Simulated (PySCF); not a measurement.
Identify the compound

The spectra below were simulated for a compound C4H8N2OSSi.

$^{1}$H NMR (400 MHz, computed): δ 7.43 (m, 1H), 7.03 (m, 1H), 5.12 (s, 3H), 2.47 (s, 3H).

$^{13}$C{$^{1}$H} NMR (computed): δ 136.9, 122.3, 122.2, 43.5.

PySCF 2.14 calculation with coordinates at the PBE0-D3(BJ)/def2-SVP level and σ from GIAO-KT3/pcSseg-1; no solvent, a single conformation, no relativistic terms, one averaged value for each set of equivalent atoms.

δ = σ(ref) − σ, references computed at the same level: $^{1}$H (σref 31.32) and $^{13}$C (σref 182.31) against TMS.

Question: What is the structure?

Answer: 
Rings plus π bonds: 3. 4 carbon signals for 4 carbons: no two carbons are equivalent. Carbon types of the structure: 1 × C, 2 × CH, 1 × CH3, leaving 3 H on heteroatoms. δC 136.9: aromatic CH between two ring heteroatoms. δC 122.3: aromatic CH next to a ring nitrogen. δC 122.2: aromatic carbon bearing sulfur. δH 7.43: hydrogen on an aromatic CH between two ring heteroatoms; ring-current deshielding. δH 7.03: hydrogen on an aromatic CH next to a ring nitrogen; aromatic region. δH 5.12: hydrogen on a silicon bonded to N. δH 2.47: hydrogen on a methyl carbon bonded to S.

These data were computed for `c1c([S@@](C)=O)n([SiH3])cn1`.

This is the structure that produced the data.

Shifts are as computed, not scaled to solution data. Of 1211 compounds with measured shifts, 218 miss one by over three times the rms of a fit or turn the order of signals round; such compounds aren't used in these exercises. No couplings were computed; multiplicities are counted from neighbouring protons, with m where these are inequivalent, close in shift, in a saturated or five-membered ring or joined by F or P, and br s for small geminal =CH2 splittings.
